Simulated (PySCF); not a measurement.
## TlO: one state, many levels of theory

State: ²Π (doublet), unpaired electrons π ↑. Set-up: basis Tl aug-cc-pVDZ-PP with ECP60, O aug-cc-pVDZ; scalar-relativistic core potentials; PySCF 2.14. De refers to Tl + O in their high-spin ground configurations, without counterpoise correction. The functionals are run spin-unrestricted. A positive dipole means Tl(−)O(+).

```csv
Level,Re (Å),ωe (cm⁻¹),De (eV),μ (D)
UHF,2.197,463,1.34,-4.19
UHF-MP2,2.201,461,3.13,n/a
UHF-SCS-MP2,2.209,455,3.05,n/a
UHF-CCSD,2.205,456,2.89,n/a
UHF-CCSD(T),2.211,450,3.02,n/a
PBE,2.239,424,3.56,-3.78
revPBE,2.255,413,3.35,-3.88
r²SCAN,2.212,448,3.36,-3.72
TPSSh,2.219,443,3.25,-3.82
PBE0,2.208,449,3.16,-3.91
M06-2X,2.215,451,3.08,-4.26
ωB97X,2.205,456,3.39,-4.04
```

(1) Which functional lies closest to UHF-CCSD(T) in De, which farthest, and by how much do they differ from it?

(2) What does the step from GGA to meta-GGA do here, going from PBE to r²SCAN?

(3) What does the triples do here, going from UHF-CCSD to UHF-CCSD(T)?

Correlated steps freeze 5 core orbitals. Correlated levels converge slowly with the basis: in double zeta they bind strong bonds too weakly, by up to about 1 eV, and carry superposition errors of some tenths. Spin–orbit coupling is left out, which matters for elements this heavy, above all for dissociation energies. The state was picked by a PBE0 search and need not be the measured ground state.

## Answers

(1) Closest is M06-2X (+0.4 pm in Re, +0.2 % in ωe, +0.06 eV in De against UHF-CCSD(T) in the same basis), farthest PBE (+2.8 pm in Re, -5.8 % in ωe, +0.54 eV in De). CCSD(T) converges more slowly with the basis than the functionals do and binds too weakly in this one, so the order can change at the basis-set limit.

(2) r²SCAN less PBE: -2.7 pm in Re, +5.7 % in ωe, -0.20 eV in De. 

(3) UHF-CCSD(T) less UHF-CCSD: +0.6 pm in Re, -1.3 % in ωe, +0.13 eV in De. Correlation nearly always deepens the well. The bond lengthens, as in strong covalent bonds, where excitations into antibonding orbitals dominate.
